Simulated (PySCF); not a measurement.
Assigning NMR signals

Bonds (- single, = double, # triple, : aromatic): C1-C2, C2:C3, C3:C4, C4-Si5, C4:N6, N6:N7, N7:C8, C8-F9, C8:C2. C1 carries H10, H11, H12; C3 carries H13; Si5 carries H14, H15, H16.

PySCF calculation with structure optimised with GFN2-xTB and σ from GIAO-PBE0/pcSseg-1; relativity neglected, one computed conformer, isolated molecule, one averaged value for each set of equivalent atoms.

Chemical shifts δ = σref − σ; TMS for 13C and 1H, all at this level.

**Question.** Assign these signals to the numbered atoms. 13C{1H} NMR (computed): δ 175.5, 165.7, 141.3, 128.6, 17.2.

**Answer.** 
| δ (ppm) | atoms | environment | reason |
| --- | --- | --- | --- |
| 175.5 | C8 | aromatic carbon bearing fluorine | σ withdrawal by the attached heteroatom moves it downfield of the ring CH carbons |
| 165.7 | C4 | substituted aromatic carbon next to a ring nitrogen | – |
| 141.3 | C3 | aromatic CH | – |
| 128.6 | C2 | substituted aromatic carbon | – |
| 17.2 | C1 | methyl carbon on an aromatic ring | saturated and bonded to C and H only |

**Question.** Assign these signals to the numbered atoms. 1H NMR (500 MHz, computed): δ 7.67 (m, 1H), 4.69 (s, 3H), 2.42 (s, 3H).

**Answer.** 
| δ (ppm) | atoms | environment | reason |
| --- | --- | --- | --- |
| 7.67 | H13 | hydrogen on an aromatic CH | the ring current deshields protons in the ring plane |
| 4.69 | H14/H15/H16 | hydrogen on a silicon bonded to C | – |
| 2.42 | H10/H11/H12 | hydrogen on a methyl carbon on an aromatic ring | benzylic-type position, deshielded by the ring |

Splittings by 19F in the carbon and heteronuclear signals aren't shown, as no couplings were computed. Shifts are as computed. Against solution values, carbons near 30 ppm lie about +3 ppm off and those near 130 ppm about +5 ppm. Of 1211 compounds with measured shifts, 218 miss one by over three times the rms of a fit or turn the order of signals round; such compounds aren't used in these exercises. Multiplicities follow the n + 1 count of equivalent neighbours, as no J values were calculated; m marks all less simple cases, F and P coupling included.
